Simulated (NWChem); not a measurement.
Program: NWChem. System: AgCl, charge 0, spin multiplicity 1, at a geometry optimised with PBE0/def2-SVP with def2 effective core potentials on Ag. The structure started from a generated list of species. Level: evGW@PBE0/def2-TZVP with def2 effective core potentials on Ag, RI basis def2-tzvp-rifit, 6 cycles, no spin-orbit coupling.

Job file:

```
start mol
memory heap 200 mb stack 700 mb global 1700 mb
geometry units angstroms nocenter noautoz
  Ag     0.000000     0.000000    -0.611222
  Cl     0.000000     0.000000     1.689850
  symmetry group C2v
end
basis spherical
  * library def2-tzvp
end
ecp
  Ag library def2-ecp
end
basis "ri basis" bse spherical
  * library def2-tzvp-rifit
end
dft
  xc pbe0
  iterations 100
  direct
  tolerances tight
end
task dft energy
gw
  evgw 6
  states alpha occ -1 vir -1
end
task dft gw
```

Part of the output:

```
             Northwest Computational Chemistry Package (NWChem) 7.3.0
             --------------------------------------------------------

                                NWChem Input Module
                                -------------------

 Scaling coordinates for geometry "geometry" by  1.889725989
 (inverse scale =  0.529177249)

 Turning off AUTOSYM since
 SYMMETRY directive was detected!

                             Geometry "geometry" -> ""
                             -------------------------

 Output coordinates in angstroms (scale by  1.889725989 to convert to a.u.)

  No.       Tag          Charge          X              Y              Z
 ---- ---------------- ---------- -------------- -------------- --------------
    1 Ag                  47.0000     0.00000000     0.00000000    -0.61122200
    2 Cl                  17.0000     0.00000000     0.00000000     1.68985000

 Effective nuclear repulsion energy (a.u.)     183.7459331784

            Nuclear Dipole moment (a.u.)
            ----------------------------
        X                 Y               Z
 ---------------- ---------------- ----------------
     0.0000000000     0.0000000000     0.0000302356

      Symmetry information
      --------------------

 Group name             C2v
 Group number             16
 Group order               4
 No. of unique centers     2

      Symmetry unique atoms

     1    2


 Summary of "ao basis" -> "" (spherical)
 ------------------------------------------------------------------------------
       Tag                 Description            Shells   Functions and Types
 ---------------- ------------------------------  ------  ---------------------
 *                         def2-tzvp                  on all atoms

 Summary of "ri basis" -> "" (spherical)
 ------------------------------------------------------------------------------
       Tag                 Description            Shells   Functions and Types
 ---------------- ------------------------------  ------  ---------------------
 *                      def2-tzvp-rifit               on all atoms

                                 NWChem DFT Module
                                 -----------------

 Summary of "ao basis" -> "ao basis" (spherical)
 ------------------------------------------------------------------------------
       Tag                 Description            Shells   Functions and Types
 ---------------- ------------------------------  ------  ---------------------
 Ag                        def2-tzvp                14       40   6s4p3d1f
 Cl                        def2-tzvp                13       37   5s5p2d1f

 Summary of "ao basis" -> "ao basis" (spherical)
 ------------------------------------------------------------------------------
       Tag                 Description            Shells   Functions and Types
 ---------------- ------------------------------  ------  ---------------------
 Ag                        def2-tzvp                14       40   6s4p3d1f
 Cl                        def2-tzvp                13       37   5s5p2d1f

      Symmetry analysis of basis
      --------------------------

        a1         34
        a2          7
        b1         18
        b2         18

            General Information
            -------------------
          SCF calculation type: DFT
          Wavefunction type:  closed shell.
          No. of atoms     :     2
          No. of electrons :    36
           Alpha electrons :    18
            Beta electrons :    18
          Charge           :     0
          Spin multiplicity:     1
          Use of symmetry is: on ; symmetry adaption is: on
          Maximum number of iterations: 100
          This is a Direct SCF calculation.
          AO basis - number of functions:    77
                     number of shells:    27
          Convergence on energy requested:  1.00D-06
          Convergence on density requested:  1.00D-05
          Convergence on gradient requested:  5.00D-04

              XC Information
              --------------
                         PBE0 Method XC Functional
                     Hartree-Fock (Exact) Exchange  0.250
          PerdewBurkeErnzerhof Exchange Functional  0.750
            Perdew 1991 LDA Correlation Functional  1.000 local
           PerdewBurkeErnz. Correlation Functional  1.000 non-local

             Grid Information
             ----------------
          Grid used for XC integration:  medium
          Radial quadrature: Mura-Knowles
          Angular quadrature: Lebedev.
          Tag              B.-S. Rad. Rad. Pts. Rad. Cut. Ang. Pts.
          ---              ---------- --------- --------- ---------
          Ag                  1.60      123           8.0       590
          Cl                  1.00       88          10.0       590
          Grid pruning is: on
          Number of quadrature shells:   211
          Spatial weights used:  Erf1

          Convergence Information
          -----------------------
          Convergence aids based upon iterative change in
          total energy or number of iterations.
          Levelshifting, if invoked, occurs when the
          HOMO/LUMO gap drops below (HL_TOL):  1.00D-02
          DIIS, if invoked, will attempt to extrapolate
          using up to (NFOCK): 10 stored Fock matrices.

                    Damping( 0%)  Levelshifting(0.5)       DIIS
                  --------------- ------------------- ---------------
          dE  on:    start            ASAP                start
          dE off:    2 iters        100 iters           100 iters

      Screening Tolerance Information
[...]
@GW        19         -0.929           0.000
@GW        20          1.658           0.000
@GW        21          1.658           0.000
@GW        22          3.000           0.000
@GW        23          4.243           0.000
@GW        24          7.128           0.000
@GW        25          7.126           0.000
@GW        26          9.062           0.000
@GW        27         11.839           0.000
@GW        28         13.406           0.000
@GW        29         13.398           0.000
@GW        30         13.145           0.000
@GW        31         13.144           0.000
@GW        32         14.515           0.000
@GW        33         14.515           0.000
@GW        34         17.407           0.000
@GW        35         17.411           0.000
@GW        36         18.208           0.000
@GW        37         18.776           0.000
@GW        38         20.355           0.000
@GW        39         20.356           0.000
@GW        40         30.867           0.000
@GW        41         47.736           0.000
@GW        42         49.251           0.000
@GW        43         49.251           0.000
@GW        44         57.205           0.000
@GW        45         57.205           0.000
@GW        46         57.306           0.000
@GW        47         56.262           0.000
@GW        48         56.262           0.000
@GW        49         59.340           0.000
@GW        50         61.056           0.000
@GW        51         61.055           0.000
@GW        52         60.378           0.000
@GW        53         61.968           0.000
@GW        54         61.968           0.000
@GW        55         67.423           0.000
@GW        56         67.424           0.000
@GW        57         67.353           0.000
@GW        58         67.353           0.000
@GW        59         68.401           0.000
@GW        60         68.399           0.000
@GW        61         67.604           0.000
@GW        62         67.568           0.000
@GW        63         67.563           0.000
@GW        64         75.151           0.000
@GW        65         76.517           0.000
@GW        66         76.517           0.000
@GW        67         76.534           0.000
@GW        68         76.534           0.000
@GW        69         77.366           0.000
@GW        70         77.362           0.000
@GW        71         86.891           0.000
@GW        72        306.459           0.000
@GW        73        306.444           0.000
@GW        74        308.632           0.000
@GW        75        685.832           0.000
@GW        76        912.413           0.000
@GW        77       3014.958           0.000

  *** G4W4

          Computing RPA polarizability
          Solving quasiparticle equations

                  Alpha Orbitals
          State     Energy (eV)     Error (eV)
          -----------------------------------
@GW         1      -2821.224           0.000
@GW         2       -277.325           0.000
@GW         3       -205.212           0.000
@GW         4       -205.167           0.000
@GW         5       -205.167           0.000
@GW         6       -108.265           0.000
@GW         7        -68.630           0.000
@GW         8        -68.652           0.000
@GW         9        -68.652           0.000
@GW        10        -22.990           0.000
@GW        11        -13.603           0.000
@GW        12        -13.377           0.000
@GW        13        -13.377           0.000
@GW        14        -13.154           0.000
@GW        15        -13.155           0.000
@GW        16        -10.305           0.000
@GW        17         -9.927           0.000
@GW        18         -9.928           0.000
@GW        19         -0.929           0.000
@GW        20          1.658           0.000
@GW        21          1.658           0.000
@GW        22          3.001           0.000
@GW        23          4.243           0.000
@GW        24          7.128           0.000
@GW        25          7.126           0.000
@GW        26          9.062           0.000
@GW        27         11.841           0.000
@GW        28         13.409           0.000
@GW        29         13.401           0.000
@GW        30         13.147           0.000
@GW        31         13.147           0.000
@GW        32         14.517           0.000
@GW        33         14.517           0.000
@GW        34         17.411           0.000
@GW        35         17.415           0.000
@GW        36         18.210           0.000
@GW        37         18.776           0.000
@GW        38         20.359           0.000
@GW        39         20.360           0.000
@GW        40         30.870           0.000
@GW        41         47.760           0.000
@GW        42         49.257           0.000
@GW        43         49.257           0.000
@GW        44         57.250           0.000
@GW        45         57.250           0.000
@GW        46         57.334           0.000
@GW        47         56.309           0.000
@GW        48         56.308           0.000
@GW        49         59.366           0.000
@GW        50         61.092           0.000
@GW        51         61.091           0.000
@GW        52         60.417           0.000
@GW        53         61.981           0.000
@GW        54         61.981           0.000
@GW        55         67.451           0.000
@GW        56         67.451           0.000
@GW        57         67.376           0.000
@GW        58         67.376           0.000
@GW        59         68.425           0.000
@GW        60         68.423           0.000
@GW        61         67.695           0.000
@GW        62         67.656           0.000
@GW        63         67.651           0.000
@GW        64         75.191           0.000
@GW        65         76.525           0.000
@GW        66         76.524           0.000
@GW        67         76.541           0.000
@GW        68         76.541           0.000
@GW        69         77.381           0.000
@GW        70         77.377           0.000
@GW        71         86.929           0.000
@GW        72        306.496           0.000
@GW        73        306.498           0.000
@GW        74        308.794           0.000
@GW        75        685.892           0.000
@GW        76        912.423           0.000
@GW        77       3014.967           0.000

  *** G5W5

          Computing RPA polarizability
          Solving quasiparticle equations

                  Alpha Orbitals
          State     Energy (eV)     Error (eV)
          -----------------------------------
@GW         1      -2821.434           0.000
@GW         2       -277.407           0.000
@GW         3       -205.223           0.000
@GW         4       -205.178           0.000
@GW         5       -205.178           0.000
@GW         6       -108.232           0.000
@GW         7        -68.633           0.000
@GW         8        -68.653           0.000
@GW         9        -68.653           0.000
@GW        10        -22.990           0.000
@GW        11        -13.603           0.000
@GW        12        -13.377           0.000
@GW        13        -13.377           0.000
@GW        14        -13.154           0.000
@GW        15        -13.155           0.000
@GW        16        -10.305           0.000
@GW        17         -9.927           0.000
@GW        18         -9.928           0.000
@GW        19         -0.929           0.000
@GW        20          1.658           0.000
@GW        21          1.658           0.000
@GW        22          3.000           0.000
@GW        23          4.243           0.000
@GW        24          7.128           0.000
@GW        25          7.126           0.000
@GW        26          9.062           0.000
@GW        27         11.841           0.000
@GW        28         13.409           0.000
@GW        29         13.401           0.000
@GW        30         13.147           0.000
@GW        31         13.147           0.000
@GW        32         14.517           0.000
@GW        33         14.517           0.000
@GW        34         17.412           0.000
@GW        35         17.416           0.000
@GW        36         18.210           0.000
@GW        37         18.776           0.000
@GW        38         20.360           0.000
@GW        39         20.361           0.000
@GW        40         30.871           0.000
@GW        41         47.763           0.000
@GW        42         49.257           0.000
@GW        43         49.257           0.000
@GW        44         57.257           0.000
@GW        45         57.257           0.000
@GW        46         57.341           0.000
@GW        47         56.316           0.000
@GW        48         56.316           0.000
@GW        49         59.371           0.000
@GW        50         61.096           0.000
@GW        51         61.095           0.000
@GW        52         60.424           0.000
@GW        53         61.983           0.000
@GW        54         61.983           0.000
@GW        55         67.456           0.000
@GW        56         67.456           0.000
@GW        57         67.380           0.000
@GW        58         67.380           0.000
@GW        59         68.429           0.000
@GW        60         68.428           0.000
@GW        61         67.705           0.000
@GW        62         67.666           0.000
@GW        63         67.661           0.000
@GW        64         75.195           0.000
@GW        65         76.527           0.000
@GW        66         76.527           0.000
@GW        67         76.544           0.000
@GW        68         76.544           0.000
@GW        69         77.384           0.000
@GW        70         77.381           0.000
@GW        71         86.952           0.000
@GW        72        306.511           0.000
@GW        73        306.514           0.000
@GW        74        308.863           0.000
@GW        75        685.904           0.000
@GW        76        912.424           0.000
@GW        77       3014.968           0.000

     GW Timing Statistics
   ------------------------
   Init.   :          0.1s
     ERIs  :          0.3s
     Distr.:          0.0s
     Vxc   :          0.4s
   Sigma_x :          0.0s
   RPA     :          1.3s
   Wmn     :          0.6s
   Sigma_c :          0.5s
   GW total:          3.3s

 Task  times  cpu:        3.3s     wall:        3.3s

 Total times  cpu:        6.9s     wall:        6.9s
```
